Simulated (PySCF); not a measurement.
SMILES [SiH2](O)[CH2][GeH3] (CH8GeOSi), singlet, GFN2-xTB optimised geometry.

```
12

O      1.79    -1.94    -0.02
Si     1.42    -0.36     0.00
C     -0.47    -0.36     0.00
Ge    -1.19     1.46     0.00
H      2.70    -2.24    -0.03
H      1.96     0.28     1.21
H      1.96     0.31    -1.19
H     -0.84    -0.89    -0.87
H     -0.84    -0.89     0.87
H     -0.76     2.24     1.20
H     -0.75     2.24    -1.20
H     -2.70     1.48    -0.01
```

Density from PBE0/def2-TZVP in PySCF at that geometry.

Minimum of the electron density along straight lines between bonded atoms, close to the bond critical point (lines longer than 1.1 times the sum of covalent radii, or with two minima, are not listed):

```tsv
bond	length / Å	ρ at the minimum / e bohr⁻³	∇²ρ there / e bohr⁻⁵	position (fraction from the first atom)
O1–Si2	1.628	0.142	0.91	0.59
Si2–C3	1.891	0.118	0.16	0.39
C3–Ge4	1.956	0.125	0.10	0.53
O1–H5	0.952	0.364	-2.52	0.81
Si2–H6	1.466	0.126	0.17	0.49
Si2–H7	1.466	0.126	0.17	0.49
C3–H8	1.089	0.272	-0.89	0.64
C3–H9	1.089	0.272	-0.89	0.64
Ge4–H10	1.496	0.142	0.09	0.60
Ge4–H11	1.496	0.142	0.09	0.60
Ge4–H12	1.502	0.141	0.09	0.59
```
